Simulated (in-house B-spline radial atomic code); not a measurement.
**Ionising the praseodymium ion Pr²⁺ with different functionals**

Computed with a B-spline radial code for spherical atoms: four-component Dirac-Coulomb Hamiltonian, Fermi nucleus of rms radius 4.8919 fm, spin-restricted, spherical fractional occupations for the functionals. The ionisation energy is the difference of two self-consistent energies, [Xe] 4f3 → [Xe] 4f2, without Breit or QED terms; ε is the level of the shell that loses the electron (mean over j). The electron is taken from both j subshells in proportion to 2j + 1, so the result is a j average, not the step between ground levels.

Hybrids are left out here: with spherical fractional occupations of an open shell their exact exchange keeps a self-interaction that integer-occupation calculations don't have.

```json
{"method": "LDA VWN5", "rung": "LDA", "ΔSCF (eV)": "21.84", "-ε(4f) (eV)": "14.11"}
{"method": "relativistic LDA", "rung": "LDA", "ΔSCF (eV)": "?", "-ε(4f) (eV)": "?"}
{"method": "LDA PW92", "rung": "LDA", "ΔSCF (eV)": "21.84", "-ε(4f) (eV)": "14.11"}
{"method": "LDA exchange-only", "rung": "LDA", "ΔSCF (eV)": "20.17", "-ε(4f) (eV)": "12.56"}
{"method": "PBE", "rung": "GGA", "ΔSCF (eV)": "?", "-ε(4f) (eV)": "?"}
{"method": "PBEsol", "rung": "GGA", "ΔSCF (eV)": "21.56", "-ε(4f) (eV)": "13.85"}
{"method": "BLYP", "rung": "GGA", "ΔSCF (eV)": "21.36", "-ε(4f) (eV)": "13.69"}
{"method": "RPBE", "rung": "GGA", "ΔSCF (eV)": "21.46", "-ε(4f) (eV)": "13.78"}
{"method": "PW91", "rung": "GGA", "ΔSCF (eV)": "21.62", "-ε(4f) (eV)": "13.92"}
{"method": "BP86", "rung": "GGA", "ΔSCF (eV)": "21.62", "-ε(4f) (eV)": "13.91"}
{"method": "AM05", "rung": "GGA", "ΔSCF (eV)": "21.59", "-ε(4f) (eV)": "13.86"}
{"method": "OLYP", "rung": "GGA", "ΔSCF (eV)": "21.80", "-ε(4f) (eV)": "14.03"}
```

(1) What does relativistic LDA give?

(2) What does PBE give?

(3) How do they compare with the NIST value?

Answers

(1) ΔSCF 21.97 eV, and -ε(4f) = 14.22 eV.

(2) ΔSCF 21.52 eV, and -ε(4f) = 13.83 eV.

(3) NIST lists 21.624 eV ± 0.0025 (measured, ground level to ground level). Errors run from -1.46 to +0.35 eV; BP86 is closest (-0.00 eV), but part of that can be cancellation, since the calculations leave out Breit-QED terms, spin polarisation, the choice among j levels, multiplet and fine-structure energies.
